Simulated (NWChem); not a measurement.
Molecule: C3H5Cl; SMILES C=C(C)Cl

```xyz
9

C      1.3258    -1.0035     0.0000
C      0.1171    -0.4418     0.0000
C     -1.1936    -1.1523     0.0000
Cl    -0.0315     1.2982     0.0000
H      2.2374    -0.4042     0.0000
H      1.4165    -2.0922     0.0000
H     -1.7854    -0.8735     0.8860
H     -1.0442    -2.2409     0.0000
H     -1.7854    -0.8735    -0.8860
```
Atoms are numbered in this order, from 1.

All runs use the structure optimised with PBE0/def2-SVP.

Symmetry labels are those of Cs in the frame above (b1 and b2, or b-type labels, depend on it).

Question: List the 4 lowest vertical singlet excitations from Hartree-Fock/def2-SVPD, CIS (NWChem).

Answer: 
```csv
state,energy (eV),oscillator strength,symmetry,leading excitation (squared amplitude)
S1,7.45,0.000,a",HOMO → LUMO+1 (0.37)
S2,7.49,0.557,a',HOMO → LUMO+2 (0.80)
S3,7.70,0.007,a",HOMO → LUMO (0.80)
S4,8.91,0.030,a",HOMO → LUMO+3 (0.72)
```
